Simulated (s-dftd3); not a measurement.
C₂H₅O (SMILES C[CH-]O), charge -1, singlet, geometry from GFN2-xTB; D3(zero) for b97d in s-dftd3.

Input for s-dftd3:
```
$ s-dftd3 mol.xyz --zero b97d --json dftd3.json --noedisp --grad

# file mol.xyz
8

C      1.11701280    -0.45538201     0.16584940
C      0.08054857     0.68537464     0.06351505
O     -1.26679294     0.00053142    -0.21741353
H     -1.54067912    -0.29799928     0.65522787
H      0.27418481     1.16455386    -0.94448532
H      2.12245125    -0.01877928     0.23543440
H      0.95379974    -1.03911597     1.08571755
H      1.13921864    -1.19286638    -0.66877288
```

Problem. What does s-dftd3 print? Leave out banner, timings and long lists.

Solution. 
```
-----------------------------------
 s i m p l e   D F T - D 3  v1.4.0
-----------------------------------

Zero (Chai-Head-Gordon) damping: b97d-D3(0)
--------------------
  s6         1.0000
  s8         0.9090
  s9         0.0000
 rs6         0.8920
 rs8         1.0000
 alp        14.0000
--------------------

Dispersion energy:      -5.3769976179627E-03 Eh

Gradient norm:           1.9821274470192E-03 Eh/a0
--------------------------------------------------
     #    Z           dE/dx      dE/dy      dE/dz
--------------------------------------------------
     1    6 C    -4.671E-04  3.560E-04 -2.973E-04
     2    6 C     5.225E-04 -1.084E-03  1.567E-04
     3    8 O     1.939E-04  6.319E-04 -2.463E-04
     4    1 H    -3.624E-04  1.666E-04  3.569E-05
     5    1 H    -4.665E-04 -1.447E-04  1.267E-04
     6    1 H    -4.414E-04 -2.539E-04  6.433E-05
     7    1 H     5.767E-04  1.860E-04 -2.721E-04
     8    1 H     4.443E-04  1.427E-04  4.323E-04
--------------------------------------------------

Virial:
--------------------------------------------------
      component           x          y          z
--------------------------------------------------
          x      -3.315E-04 -1.862E-03  6.460E-04
          y      -1.862E-03 -2.801E-03  2.748E-04
          z       6.460E-04  2.748E-04 -1.231E-03
--------------------------------------------------

[Info] JSON dump of results written to 'dftd3.json'
```
